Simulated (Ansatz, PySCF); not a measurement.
The pair A = aminoborane (SMILES BN) (first 6 atoms), B = aminoborane (SMILES BN); geometry from B3LYP-D3(BJ)/def2-TZVP.
(charge 0, multiplicity 1):
```xyz
12

B     -0.7839     0.3552    -0.2907
N      0.4300    -0.1995     0.0779
H     -1.0886     0.4051    -1.4420
H     -1.5094     0.7811     0.5601
H      0.7315    -0.2696     1.0382
H      1.0855    -0.5799    -0.5849
B      0.2390    -0.7067     3.9966
N     -0.0232     0.4560     3.2829
H     -0.4720    -1.6512     3.8427
H      1.1787    -0.7354     4.7305
H      0.5197     1.2987     3.3832
H     -0.8131     0.5657     2.6653
```

Cores are frozen in the correlated methods.

Run with Ansatz (Gaussian orbitals); PySCF for the dispersion terms. Each number belongs to the level named beside it.

The monomers are drawn apart, rigid, along the line of their centres of mass. Counterpoise-corrected interaction energies (kcal/mol):

| level | R = 4.686 Å | R = 5.677 Å |
|---|---|---|
| PBE/def2-TZVPPD | -1.0304 | -0.3452 |
| PBE-D3(BJ)/def2-TZVPPD | -1.4691 | -0.4906 |
| wB97M-V/def2-TZVPPD | -1.2033 | -0.4307 |
| CCSD(T)/aug-cc-pVDZ | -1.2055 | -0.4263 |

Problem. R is the distance of the centres of mass. Find the local exponent m of E ∝ R⁻ᵐ between the two points.

Solution. 
m = ln(E₁/E₂)/ln(R₂/R₁): PBE/def2-TZVPPD 5.7; PBE-D3(BJ)/def2-TZVPPD 5.7; wB97M-V/def2-TZVPPD 5.4; CCSD(T)/aug-cc-pVDZ 5.4. For scale, two fixed dipoles give m = 3, dipole and quadrupole 4, quadrupoles 5, and dispersion or dipole-induced dipole 6 at long range; at these distances several terms mix, and what is left of overlap and damping shifts m, so it need not match one of them.

Ansatz is an electronic-structure program.
